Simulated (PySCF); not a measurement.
Start geometry of Ge(SH)2Cl2 (`[SH][Ge]([SH])([Cl])[Cl]`) from GFN2-xTB (Å):
```
atom  x, y, z in Å
Ge1    0.012   -0.075   -0.022
S2    -0.077   -0.004    2.205
H3    -1.447    0.067    2.249
S4     2.159   -0.026   -0.818
H5     1.659   -0.107   -2.109
Cl6   -1.100    1.744   -0.791
Cl7   -1.113   -1.700   -0.782
```

Problem. What comes out of this run: PBE0-D3(BJ)/def2-SVP geometry optimisation, gas phase in PySCF 2.14.0?

Solution. 
```
atom  x, y, z in Å
Ge1   -0.0555   -0.0253   -0.0815
S2    -0.4801   -0.0079    2.0733
H3    -1.6668    0.6121    1.8867
S4     2.1279   -0.0063   -0.3264
H5     2.0631   -0.6064   -1.5360
Cl6   -1.0186    1.6682   -0.9930
Cl7   -0.8782   -1.7365   -1.0916
```

The energy falls by 23.3 kJ/mol over 18 energy and gradient evaluations, the largest force component goes from 0.0336 to 3.1e-04 Eh/bohr, and the atoms move by 0.258 Å rms after alignment. The bond that changes most is Ge1–Cl6 (ends: germanium bonded to 2 Cl and 2 S; chlorine bonded to Ge), which shortens by 0.116 Å. Bonds longer at the end by more than 0.005 Å: 1 of 6; shorter: 5. Among the angles that change most is S2–Ge1–S4, from 112.6° to 107.5°. Among the dihedrals that turn most is Cl7–Ge1–S2–H3, from -57° to -87°. Rotational constants go from 1170, 1120, 1078 to 1210, 1196, 1120 MHz. The orientation of the end geometry is arbitrary; only internal coordinates are fixed.

The run used 114 basis functions and 114 SCF cycles in all. The run took 97 s of wall time on one thread, Arm Neoverse V2 (aarch64), no GPU, shared host with 192 logical CPUs at a one-minute load of 95, and the process peaked at 0.47 GiB of memory.

Not checked by PBE0-D3(BJ)/def2-SVP frequencies. One conformer, not necessarily the lowest.
